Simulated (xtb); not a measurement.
Ga(F)(Me)(OMe) (C₂H₆FGaO), SMILES C[O][Ga]([CH3])[F]. All values are semi-empirical tight-binding results from xtb (GFN2-xTB unless named), good for trends rather than for accurate numbers. Geometry optimised at GFN2-xTB. The structure was generated by enumeration; whether it is a known compound was not checked. The values are those of a single conformer.

For metal compounds this method's bond lengths and energies can be far off.

- orbital gap: 3.83 eV
- zero-point energy: 47.2 kcal/mol
- G − E(el) at 298.15 K (modified RRHO): 25.2 kcal/mol
